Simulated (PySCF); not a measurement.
## Computed spin Hamiltonian

Compound: C5H9O2 (doublet state).
Z-matrix (Å and degrees, GFN2-xTB geometry), rows numbered from 1:
```
C 
O   1  1.4138
C   2  1.4071  1  114.08
C   3  1.4552  2  113.04  1   -81.53
O   4  1.3673  3  119.53  2   -20.54
C   3  1.5136  2  118.82  1    67.54
C   6  1.4961  3   61.02  2   103.08
H   1  1.0952  2  111.61  3    57.53
H   1  1.0887  2  106.12  3   177.03
H   1  1.0943  2  111.38  3   -64.06
H   4  1.0721  3  123.12  2   177.58
H   5  0.9699  4  106.89  3     3.90
H   6  1.0787  3  117.30  7   109.25
H   6  1.0790  3  117.77  7  -107.88
H   7  1.0780  3  117.58  6  -109.23
H   7  1.0782  3  116.31  6   108.57
```

The hyperfine couplings belong to this conformer and change with its torsions.

As a line formula: `COC1([CH]O)CC1` [radical].

The calculation used PySCF, UKS B3LYP, pcH-1 on C H O, non-relativistic, mean-field spin-orbit, GIAO. One conformer (not necessarily the lowest) at the GFN2-xTB geometry, without solvent, vibrations or thermal averaging. The geometry wasn't refined by DFT: couplings that depend on bond lengths, twists or pyramidal angles can differ widely from those at the functional's own minimum. Stability of the SCF solution: not tested.

| Quantity | Value |
| --- | --- |
| g1, g2, g3 | 2.00209, 2.00314, 2.00438 |
| g_iso | 2.00321 |
| Form of g | rhombic: the two nearest values differ by 46 % of g3 − g1 |
| ⟨S²⟩ | 0.7541 (exact 0.7500) |
| α and β electrons | 28, 27 |
| HOMO–LUMO gap, α and β orbitals | 5.37, 6.99 eV |
| Total energy | -346.31530 Eh |
| Basis functions | 265 |

Isotropic coupling and dipolar principal values T1 to T3, in 10⁻⁴ cm⁻¹ (1 × 10⁻⁴ cm⁻¹ = 2.998 MHz):

```json
{"atom": "C1", "isotope": "13C", "a_iso": "-0.7", "T1": "-0.3", "T2": "0.0", "T3": "0.2", "Mulliken spin population": "0.00"}
{"atom": "O2", "isotope": "17O", "a_iso": "-1.6", "T1": "-0.6", "T2": "0.2", "T3": "0.3", "Mulliken spin population": "0.00"}
{"atom": "C3", "isotope": "13C", "a_iso": "-13.1", "T1": "-1.7", "T2": "0.1", "T3": "1.6", "Mulliken spin population": "-0.06"}
{"atom": "C4", "isotope": "13C", "a_iso": "35.5", "T1": "-24.9", "T2": "-24.6", "T3": "49.5", "Mulliken spin population": "0.85"}
{"atom": "O5", "isotope": "17O", "a_iso": "-8.7", "T1": "-22.7", "T2": "10.9", "T3": "11.8", "Mulliken spin population": "0.13"}
{"atom": "C6", "isotope": "13C", "a_iso": "8.8", "T1": "-1.8", "T2": "-1.6", "T3": "3.4", "Mulliken spin population": "0.04"}
{"atom": "C7", "isotope": "13C", "a_iso": "22.2", "T1": "-3.0", "T2": "-3.0", "T3": "6.0", "Mulliken spin population": "0.09"}
{"atom": "H8", "isotope": "1H", "a_iso": "0.0", "T1": "-1.1", "T2": "-1.1", "T3": "2.2", "Mulliken spin population": "0.00"}
{"atom": "H9", "isotope": "1H", "a_iso": "-0.1", "T1": "-0.4", "T2": "-0.3", "T3": "0.7", "Mulliken spin population": "0.00"}
{"atom": "H10", "isotope": "1H", "a_iso": "-0.1", "T1": "-0.5", "T2": "-0.4", "T3": "0.9", "Mulliken spin population": "0.00"}
{"atom": "H11", "isotope": "1H", "a_iso": "-17.9", "T1": "-11.6", "T2": "-0.3", "T3": "11.8", "Mulliken spin population": "-0.04"}
{"atom": "H12", "isotope": "1H", "a_iso": "-3.6", "T1": "-4.4", "T2": "-2.9", "T3": "7.4", "Mulliken spin population": "0.00"}
{"atom": "H13", "isotope": "1H", "a_iso": "-0.7", "T1": "-1.5", "T2": "-0.5", "T3": "2.0", "Mulliken spin population": "0.00"}
{"atom": "H14", "isotope": "1H", "a_iso": "0.1", "T1": "-1.0", "T2": "-0.6", "T3": "1.6", "Mulliken spin population": "0.00"}
{"atom": "H15", "isotope": "1H", "a_iso": "-2.0", "T1": "-2.0", "T2": "-0.5", "T3": "2.5", "Mulliken spin population": "0.00"}
{"atom": "H16", "isotope": "1H", "a_iso": "4.6", "T1": "-1.7", "T2": "-0.4", "T3": "2.1", "Mulliken spin population": "0.01"}
```

The largest Mulliken spin populations are on C4 (+0.85), O5 (+0.13), C7 (+0.09) and C3 (-0.06). No atom but C4 exceeds +0.15. The angles at C4 add up to 357.7°, so it is nearly planar; its axial dipolar tensor and the negative coupling of its proton fit spin in a p orbital normal to that plane.

Axes: g3 points within 5° of the O5–H12 bond.

Under fast tumbling the dipolar parts average out, and these isotropic splittings remain: 1 × 1H (H11, I = 1/2, 2 lines) with 1.91 mT, 1 × 1H (H12, I = 1/2, 2 lines) with 0.39 mT, 2 × 1H (H14/H16, I = 1/2, 3 lines) with 0.25 mT and 2 × 1H (H13/H15, I = 1/2, 3 lines) with 0.15 mT.

Nuclei that the bonding pattern makes equivalent are averaged, as if the motion that swaps them (rotation, inversion, ring flip) were fast. The 1H value of +7.0 MHz is a mean of couplings from 0.3 to 13.7 MHz in this one geometry, not an average over conformers.

The 17O coupling of O5 (-26.0 MHz) shows only in satellite lines or after enrichment, since that isotope makes up about 0.038 % of natural oxygen.

The 13C coupling of C4 (106.6 MHz) shows only in satellite lines or after enrichment, since that isotope makes up about 1.07 % of natural carbon.
